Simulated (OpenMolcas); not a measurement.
# 5s2 5p along the 49-electron sequence

```json
{
  "Program": "OpenMolcas 26.06",
  "Method": "MS-CASPT2, IPEA 0.25 Eh, imaginary shift 0.1 Eh",
  "Basis": "ANO-RCC-VTZP",
  "Scalar Hamiltonian": "DKH2, point nucleus",
  "Spin-orbit coupling": "state interaction with AMFI integrals over the reference wave functions, term energies averaged over their components"
}
```

Active space for each ion: 3 electrons in 8 orbitals (5s 5p 6s 6p); closed shells correlated by CASPT2: 4d.

Computed levels in cm-1 above 2P* 1/2:

```
                                Level  Te3+    I4+   Xe5+
                              2P* 3/2  8030  10920  13710
weight of 2P* in the lowest level (%)   100    100    100
```

Measured, with the error of the calculation in %. Measured levels: Te3+ from Moore, Atomic Energy Levels, vol. III, NSRDS-NBS 35 (1971 reprint of NBS Circular 467, 1958); Xe5+ from Saloman, J. Phys. Chem. Ref. Data 33, 765 (2004).

```
  Level          Te3+           Xe5+
2P* 3/2  9223 (-12.9)  15599 (-12.1)
```

The fine-structure level 2P* 3/2 changes by a factor of 1.71 from Te3+ to Xe5+. Its fourth root runs 9.47, 10.22, 10.82, with steps per unit of Z of 0.76, 0.60; equal steps would mean a (Z - σ)^4 law with constant σ.

Over all roots computed the reference weight is 0.85 to 0.95 in Te3+, 0.85 to 0.95 in I4+, 0.86 to 0.95 in Xe5+; the roots of lowest weight are the least certain, and an intruder state may touch them. Active for correlation alone: 6p 6s; no level in the range computed is led by a configuration that fills them, so any true level of that kind is missing. Computed and measured levels are paired by configuration, term and J; levels that our copy of the source lacks, or whose pairing is in doubt (as where it misses far off the trend of its configuration), stay unpaired and out of the deviations. Levels of configurations outside the active space are missing.

* marks odd parity.
